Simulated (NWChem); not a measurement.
# Polarisability of BeCl2

```
Be
Cl 1 1.8144
Cl 1 1.8144 2 180.00
```
Charge 0, spin multiplicity 1.

The numbers come from NWChem runs, not from measurements. Structure: optimised with PBE/def2-SVP, a minimum by its harmonic frequencies.

Basis set: def2-SVPD. The field's frequency is 0.0428 Ha (1065 nm).

The correlated methods keep 11 core orbitals frozen. B3LYP has NWChem's definition, with VWN1-RPA local correlation. The structure started from a generated list of species. Coupled-cluster values serve here as a point of comparison, not as the truth.

```tsv
method	isotropic polarisability (bohr³)
HF	38.10
PBE0	(withheld)
CCSD linear response	(withheld)
PBE	(withheld)
B3LYP	(withheld)
```

Fill in the missing entries.


- PBE0, isotropic polarisability (bohr³): 41.56
- CCSD linear response, isotropic polarisability (bohr³): 41.49
- PBE, isotropic polarisability (bohr³): 43.72
- B3LYP, isotropic polarisability (bohr³): 42.20
